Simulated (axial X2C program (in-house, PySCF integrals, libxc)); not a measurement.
Spin–orbit effects down a group: molecules with Ag (ions), CCSD(T)

All values come from calculations with an in-house relativistic program for diatomic molecules, spin-free (one-electron X2C) or two-component (2c: spin–orbit coupling with atomic mean-field Coulomb and Gaunt terms, which also bring small scalar terms), in Dyall basis sets with cores contracted in-house; open shells are unrestricted.

Basis sets: Ag dyall-cv3z, H dyall-v3z, Li dyall-cv3z, Na dyall-cv3z. Frozen shells (counts by l): AgH⁺ Ag 4s3p1d, H none, 11 electrons correlated; LiAg⁺ Ag 4s3p1d, Li 1s, 11 electrons correlated; NaAg⁺ Ag 4s3p1d, Na 2s1p, 11 electrons correlated. Coupled cluster in natural virtuals with an MP2 remainder. Where the outer core of a metal is frozen, bonds come out longer and ionisation energies lower.

```json
{"molecule": "AgH⁺", "spin-free state": "M_S = 1/2, Λ = 0", "Re (Å)": "1.708", "ωe (cm⁻¹)": "983.5", "De (eV)": "0.46", "2c state": "Ω = 1/2", "Re 2c (Å)": "1.708", "ωe 2c (cm⁻¹)": "984.9", "De 2c (eV)": "0.46"}
{"molecule": "LiAg⁺", "spin-free state": "M_S = 1/2, Λ = 0", "Re (Å)": "2.790", "ωe (cm⁻¹)": "222.5", "De (eV)": "0.63", "2c state": "Ω = 1/2", "Re 2c (Å)": "2.790", "ωe 2c (cm⁻¹)": "222.4", "De 2c (eV)": "0.63"}
{"molecule": "NaAg⁺", "spin-free state": "M_S = 1/2, Λ = 0", "Re (Å)": "3.153", "ωe (cm⁻¹)": "109.2", "De (eV)": "0.39", "2c state": "Ω = 1/2", "Re 2c (Å)": "3.154", "ωe 2c (cm⁻¹)": "109.1", "De 2c (eV)": "0.39"}
```

Question: Work out the shifts from the spin-free to the two-component result.

Answer: 

```tsv
molecule	2c state	ΔRe (Å)	Δωe (cm⁻¹)	ΔDe (eV)
AgH⁺	Ω = 1/2	0.000	noise	0.00
LiAg⁺	Ω = 1/2	0.000	-0.1	0.00
NaAg⁺	Ω = 1/2	0.001	-0.1	0.00
```

Shifts of one unit in the last digit are rounding. Where the truncated virtual spaces of the two runs make Δωe unreliable it is marked noise.

Fragments in 2c: Ag+ + H, Ag + Li+, Ag + Na+. Each entry is the lowest single determinant of a limited PBE0 search at one distance. De goes to single-determinant-based atoms at the same level (for ions the charge split of lowest energy) and is withheld (n/a) where an atom does not fit its ground term or J level. Main or longest-lived isotopes.
